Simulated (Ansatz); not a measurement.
`BC[SiH](O)F` + CH₄ → `BC[SiH](C)F` + H₂O  (formal exchange of groups at the Si–O bond)

Computed with Ansatz on PBE0-D4/def2-TZVP structures; ΔE is electronic, products minus reactants. CCSD(T)/CBS adds triple-zeta CCSD(T) − MP2 to the extrapolated MP2 energy (def2 sets, frozen cores). This one scheme is used for every species. One conformer a species, not always the lowest.

```tsv
species	MP2/CBS(def2) energy (Eh)
`BC[SiH](O)F`	-530.55324
CH₄	-40.43551
`BC[SiH](C)F`	-494.58077
H₂O	-76.36589
```

Task: Work out ΔE.

Result: ΔE = (-494.58077) + (-76.36589) − (-530.55324) − (-40.43551) = 0.04209 Eh = +26.4 kcal/mol. CCSD(T)/CBS gives +26.2 kcal/mol.

Largest T1 diagnostic among the species: 0.012.

The D4 term adds −0.8 kcal/mol with B3LYP and −0.5 kcal/mol with PBE0; it sums over pairs of atoms, weighted by their polarisabilities, and B3LYP, whose exchange is more repulsive, gets the larger term. In def2-TZVPP, CCSD(T) changes the Hartree–Fock value by −3.8 kcal/mol (the triples alone add −0.4 kcal/mol) and MP2 by −3.6 kcal/mol.

B3LYP here is the variant with VWN-RPA as its local correlation; programs differ in this.
